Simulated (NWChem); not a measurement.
System: C4H7N; SMILES C(#CCN)C

The following NWChem deck was run.

```
start job
memory heap 200 mb stack 900 mb global 1100 mb
geometry units angstroms noautoz
  C      2.613048     0.320073     0.031196
  C      1.184703     0.042515     0.167381
  C      0.002072    -0.187729     0.288190
  C     -1.446852    -0.438409     0.382162
  N     -2.270761     0.153223    -0.685960
  H      2.787321     1.230321    -0.556216
  H      3.085395     0.464589     1.010671
  H      3.137381    -0.502818    -0.470589
  H     -1.634444    -1.519937     0.387151
  H     -1.826359    -0.062643     1.341307
  H     -1.936062    -0.190673    -1.585613
  H     -2.107218     1.159481    -0.704207
end
basis spherical
  * library def2-tzvp
end
dft
  xc b3lyp
  iterations 150
  semidirect filesize 400000000
  mulliken
end
task dft energy
```

Output (shortened):

```
             Northwest Computational Chemistry Package (NWChem) 7.3.0
             --------------------------------------------------------

 C1  symmetry detected

                             Geometry "geometry" -> ""
                             -------------------------

 Output coordinates in angstroms (scale by  1.889725989 to convert to a.u.)

  No.       Tag          Charge          X              Y              Z
 ---- ---------------- ---------- -------------- -------------- --------------
    1 C                    6.0000     0.23312003    -2.62937355     0.00027185
    2 C                    6.0000    -0.08102213    -1.20211576    -0.00176831
    3 C                    6.0000    -0.34807921    -0.02105765     0.00056468
    4 C                    6.0000    -0.61290069     1.42839789     0.00013345
    5 N                    7.0000     0.57624218     2.29769548     0.00009576
    6 H                    1.0000     1.22993723    -2.81684428     0.41882359
    7 H                    1.0000    -0.48872107    -3.19474327     0.60249301
    8 H                    1.0000     0.21645699    -3.04707541    -1.01417892
    9 H                    1.0000    -1.21850735     1.69238470    -0.87649076
   10 H                    1.0000    -1.21902007     1.69448179     0.87592077
   11 H                    1.0000     1.14876694     2.06862941    -0.81194336
   12 H                    1.0000     1.15068404     2.06419313     0.80949531

 Effective nuclear repulsion energy (a.u.)     150.4935918426

                                 NWChem DFT Module
                                 -----------------

 Summary of "ao basis" -> "ao basis" (spherical)
 ------------------------------------------------------------------------------
       Tag                 Description            Shells   Functions and Types
 ---------------- ------------------------------  ------  ---------------------
 C                         def2-tzvp                11       31   5s3p2d1f
 N                         def2-tzvp                11       31   5s3p2d1f
 H                         def2-tzvp                 4        6   3s1p

            General Information
            -------------------
          SCF calculation type: DFT
          Wavefunction type:  closed shell.
          No. of atoms     :    12
          No. of electrons :    38
           Alpha electrons :    19
            Beta electrons :    19
          Charge           :     0
          Spin multiplicity:     1
          Use of symmetry is: off; symmetry adaption is: off
          Maximum number of iterations: 150
          AO basis - number of functions:   197
                     number of shells:    83
          Convergence on energy requested:  1.00D-06
          Convergence on density requested:  1.00D-05
          Convergence on gradient requested:  5.00D-04

              XC Information
              --------------
                         B3LYP Method XC Potential
                     Hartree-Fock (Exact) Exchange  0.200
                        Slater Exchange Functional  0.800 local
                    Becke 1988 Exchange Functional  0.720 non-local
              Lee-Yang-Parr Correlation Functional  0.810
                  VWN I RPA Correlation Functional  0.190 local

             Grid Information
             ----------------
          Grid used for XC integration:  medium
          Radial quadrature: Mura-Knowles
          Angular quadrature: Lebedev.
          Tag              B.-S. Rad. Rad. Pts. Rad. Cut. Ang. Pts.
          ---              ---------- --------- --------- ---------
          C                   0.70       49          12.0       434
          N                   0.65       49          14.0       434
          H                   0.35       45          13.0       434
          Grid pruning is: on
          Number of quadrature shells:   560
          Spatial weights used:  Erf1

      Superposition of Atomic Density Guess
      -------------------------------------

 Sum of atomic energies:        -208.49552903

      Non-variational initial energy
      ------------------------------

 Total energy =    -211.557403
 1-e energy   =    -576.448390
 2-e energy   =     214.397395
 HOMO         =      -0.307798
 LUMO         =       0.036507

------------------------------------------------------------
EAF file 0: "./job.aoints.0" size=591921152 bytes
------------------------------------------------------------
               write      read    awrite     aread      wait
               -----      ----    ------     -----      ----
     calls:     1129         0         0         0         0
   data(b): 5.92e+08  0.00e+00  0.00e+00  0.00e+00
   time(s): 0.00e+00  0.00e+00  0.00e+00  0.00e+00  0.00e+00
rate(mb/s): 0.00e+00  0.00e+00
------------------------------------------------------------

     ---------------------------------------------
      Total Density - Mulliken Population Analysis
     ---------------------------------------------

    Atom       Charge   Shell Charges
 -----------   ------   -------------------------------------------------------
    1 C    6     6.47   0.86  1.12  0.54  0.65  0.20  1.24  1.38  0.43  0.01  0.04  0.00
    2 C    6     6.06   0.86  1.12  0.58  0.68  0.06  1.20  1.21  0.29  0.02  0.04  0.01
    3 C    6     6.16   0.86  1.12  0.59  0.67  0.10  1.22  1.22  0.31  0.02  0.03  0.01
    4 C    6     6.11   0.86  1.12  0.53  0.62  0.19  1.13  1.23  0.32  0.02  0.08  0.01
    5 N    7     7.70   0.82  1.16  0.58  0.83  0.18  1.55  1.81  0.74  0.01  0.03  0.00
    6 H    1     0.81   0.24  0.43  0.12  0.02
    7 H    1     0.81   0.24  0.43  0.12  0.02
    8 H    1     0.81   0.24  0.43  0.12  0.02
    9 H    1     0.83   0.24  0.45  0.12  0.02
   10 H    1     0.83   0.24  0.45  0.12  0.02
   11 H    1     0.70   0.23  0.35  0.09  0.03
   12 H    1     0.70   0.23  0.35  0.09  0.03

[...]
```

Level: B3LYP/def2-TZVP. Coordinates come from a B3LYP/6-31G* (spherical d) optimisation. B3LYP is NWChem's, with the RPA form of VWN correlation.
